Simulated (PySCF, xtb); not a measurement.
Ti(OH)3 (H3O3Ti), SMILES [OH][Ti]([OH])[OH] (connectivity only; charge and spin as stated), neutral, multiplicity 2. One conformer was computed; it need not be the lowest.

Harmonic wavenumbers (cm⁻¹) from GFN2-xTB (xtb) at its own minimum, in rising order: 87, 92, 177, 280, 281, 288, 325, 327, 340, 542, 656, 661, 3561, 3569, 3571.

Q: What does PySCF with B3LYP-D3(BJ)/def2-SVP give at its own minimum? (Estimate from the structure and the level; the computed values follow.)

A: 105, 174, 174, 247, 317, 318, 346, 346, 403, 699, 809, 809, 3925, 3925, 3930. Paired by order, the mean absolute difference is 123 cm⁻¹ and the zero-point energies are 21.1 and 23.6 kcal/mol.
